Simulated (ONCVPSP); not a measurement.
Logarithmic derivatives: lead, ONCV

ONCVPSP 4.0.1 input, shortened (lines: element, Z, core and valence counts, functional; n l f; lmax; l rc ep ncon nbas qcut; lloc lpopt rc5 dvloc0; l nproj debl; icmod fcfact rcfact), PBE, fully relativistic:

```
  Pb 82.00   13    2        4      upf
    1    0    2.00
    2    0    2.00
    2    1    6.00
    3    0    2.00
    3    1    6.00
    3    2   10.00
    4    0    2.00
    4    1    6.00
    4    2   10.00
    4    3   14.00
    5    0    2.00
    5    1    6.00
    5    2   10.00
    6    0    2.00
    6    1    1.00
    1
    0    2.10    0.00    3    6    2.50
    1    2.40    0.00    3    6    3.10
    4    5    1.70    0.00
    0    2    2.90
    1    3    1.20
    3    3.25    1.10
```

Open shells are filled in proportion to 2j + 1.

The phase is arctan(r·R′/R) of the radial function R(r), unwrapped; energies in Ha, scanned from -2 to 5 Ha. A pole is an energy at which the radial function vanishes at the test radius. The pseudo phase is shifted by a multiple of π to meet the all-electron one at the reference energy, and phase errors are pseudo minus all-electron; the curves can meet again beyond the range given. Levels narrower than the energy grid can be missing from the lists of poles.

| channel | radius (bohr) | reference energy (Ha) | poles, all-electron | poles, pseudo | unbroken range about the reference energy with phases within 0.05 rad | phase error 1 Ha above the reference energy (rad) |
| --- | --- | --- | --- | --- | --- | --- |
| s | 2.13 | -0.71 | 0.98 | 0.86, 1.08 | below 0.9 | -0.003 |
| p3/2 | 2.43 | -0.34 | 1.30 | 1.30, 3.08 | below 2.9 | +0.000 |
| p1/2 | 2.43 | -0.41 | 0.88 | 0.88, 4.44 | below 4.2 | +0.000 |

Note: no bound ghost flagged; GHOST(+) flagged for s at 26.8 eV, p3/2 at 84.6 eV, p1/2 at 123.5 eV.

Phases in the s channel:

```json
{"E (Ha)": "-1.98", "all-electron": "0.991", "pseudo": "0.985"}
{"E (Ha)": "-1.62", "all-electron": "0.728", "pseudo": "0.722"}
{"E (Ha)": "-1.26", "all-electron": "0.130", "pseudo": "0.125"}
{"E (Ha)": "-0.90", "all-electron": "-0.689", "pseudo": "-0.690"}
{"E (Ha)": "-0.54", "all-electron": "-1.127", "pseudo": "-1.127"}
{"E (Ha)": "-0.18", "all-electron": "-1.326", "pseudo": "-1.327"}
{"E (Ha)": "0.18", "all-electron": "-1.435", "pseudo": "-1.438"}
{"E (Ha)": "0.54", "all-electron": "-1.507", "pseudo": "-1.511"}
{"E (Ha)": "0.90", "all-electron": "-1.560", "pseudo": "-1.582"}
{"E (Ha)": "1.26", "all-electron": "-1.605", "pseudo": "-4.743"}
{"E (Ha)": "1.62", "all-electron": "-1.648", "pseudo": "-4.788"}
{"E (Ha)": "1.98", "all-electron": "-1.693", "pseudo": "-4.834"}
{"E (Ha)": "2.34", "all-electron": "-1.746", "pseudo": "-4.888"}
{"E (Ha)": "2.70", "all-electron": "-1.819", "pseudo": "-4.959"}
{"E (Ha)": "3.06", "all-electron": "-1.935", "pseudo": "-5.072"}
{"E (Ha)": "3.42", "all-electron": "-2.168", "pseudo": "-5.291"}
{"E (Ha)": "3.78", "all-electron": "-2.766", "pseudo": "-5.835"}
{"E (Ha)": "4.14", "all-electron": "-3.730", "pseudo": "-6.791"}
{"E (Ha)": "4.50", "all-electron": "-4.197", "pseudo": "-7.305"}
{"E (Ha)": "4.86", "all-electron": "-4.386", "pseudo": "-7.512"}
```
